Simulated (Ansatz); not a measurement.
The same path of CH5NOSi (9 atoms, charge 0, multiplicity 1) was run twice with different band settings. The coordinate that changes most is the dihedral N1–C2–Si3–O4.

All numbers below come from RKS PBE0/def2-SVP (Ansatz 0.2.0).

Relaxed end points:

```xyz
9
Properties=species:S:1:pos:R:3
N -0.965 0.857 -0.863
C 0.272 0.603 -0.691
Si 0.576 -0.672 0.692
O -0.963 -1.005 1.202
H -1.134 1.543 -1.608
H 1.070 1.082 -1.292
H 1.428 -0.076 1.764
H 1.279 -1.870 0.143
H -1.563 -0.463 0.654
```

```xyz
9
Properties=species:S:1:pos:R:3
N -0.091 0.543 -1.841
C 0.044 0.804 -0.600
Si 0.441 -0.608 0.602
O -0.731 -0.752 1.781
H -0.296 1.396 -2.378
H -0.062 1.834 -0.195
H 1.691 -0.279 1.343
H 0.591 -1.856 -0.202
H -1.587 -1.081 1.491
```

Common settings: movable images 9; climbing image yes; optimiser quadratic models (default); start path through a guess of the saddle point; force threshold 0.03 eV/Å; end points relaxed.

| run | spring | iteration limit |
| --- | --- | --- |
| 1 | 5.0 eV/Å² | 41 |
| 2 | 50.0 eV/Å² | 60 |

(1) What does each run give, and how far can it be trusted?

Results:

(1) Run 1: converged after 11 iterations, highest image 0.175 eV above the first end. The top lies less than 8 meV above the higher end, about what the thresholds resolve: that end is a shoulder or a very shallow well. A vibrational analysis at the climbing image gives no mode beyond 40i cm⁻¹: the surface is too flat there to confirm a saddle point.
Run 2: converged after 11 iterations, highest image 0.175 eV above the first end. The top lies less than 8 meV above the higher end, about what the thresholds resolve: that end is a shoulder or a very shallow well. Another band between the same ends (9 images) ends at a top of the same energy, where a vibrational analysis finds no clearly imaginary modes.
